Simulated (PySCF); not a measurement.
# Excitation energy of F²⁺ by level of theory

F²⁺ [He] 2s2 2p3 (4S) → F²⁺ [He] 2s1 2p3 3s1 (6S), as a difference of total energies. Calculation: PySCF 2.14, in aug-cc-pVDZ; the non-relativistic Hamiltonian (point nucleus). Correlated levels: valence: 1s2 frozen. The calculations carry no spin-orbit coupling.

```csv
method,excitation energy (eV)
UHF,46.442
LDA,48.811
PBE,48.739
PBE0,48.661
r2SCAN,48.218
BP86,49.036
TPSS,49.205
LC-wPBE,49.110
BLYP,49.798
MP2 (valence),47.818
SCS-MP2 (valence),48.138
```

Task: How much does correlation contribute at MP2 (valence)?

Result: 47.818 − (46.442) = 1.376 eV, measured against UHF.

The promoted electron is Rydberg-like, and one or two diffuse shells describe it only roughly, which tends to raise the upper state.
